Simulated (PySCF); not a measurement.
# Diatomics of Ga with the second period

CCSD(T) with double-zeta basis sets in PySCF, for the lowest determinant that a PBE0 search found; no spin–orbit coupling. De refers to high-spin ground-configuration atoms.

| M | basis | reference, frozen orbitals | state (unpaired electrons) | Re (Å) | ωe (cm⁻¹) | De (eV) |
| --- | --- | --- | --- | --- | --- | --- |
| Be | jorge-DZP-DKH | UHF, 9 | doublet (π ↑) | 2.357 | 371 | 0.61 |
| C | def2-SVP | UHF, 10 | quartet (σ ↑, π ↑↑) | 2.003 | 571 | 2.95 |
| N | aug-cc-pVDZ-PP/aug-cc-pVDZ | UHF, 5 | triplet (π ↑↑) | 2.048 | 476 | 1.76 |
| O | cc-pVDZ-PP/cc-pVDZ | UHF, 5 | doublet (σ ↑) | 1.740 | 710 | 3.51 |
| F | def2-SVP | RHF, 10 | singlet (closed shell) | 1.778 | 668 | 5.70 |

The shortest bond is that of GaO (1.740 Å), the longest that of BeGa (2.357 Å). GaF is bound most strongly (5.70 eV) and BeGa least (0.61 eV).

The rows differ in basis set, which adds steps of its own.

The state changes along the series, so neighbouring rows are not always alike in their bonding.

Correlated steps freeze the inner cores (5 to 10 orbitals); shallow outer-core shells are correlated. Correlated levels converge slowly with the basis: in double zeta they bind strong bonds too weakly, by up to about 1 eV, and carry superposition errors of some tenths. Spin–orbit coupling is left out. Where the molecule has an RHF reference, its open-shell atoms are computed with UHF. The CCSD T1 diagnostic is raised in GaO, a sign that a single reference may not be enough there. States were picked by a PBE0 search and need not be the measured ground states.
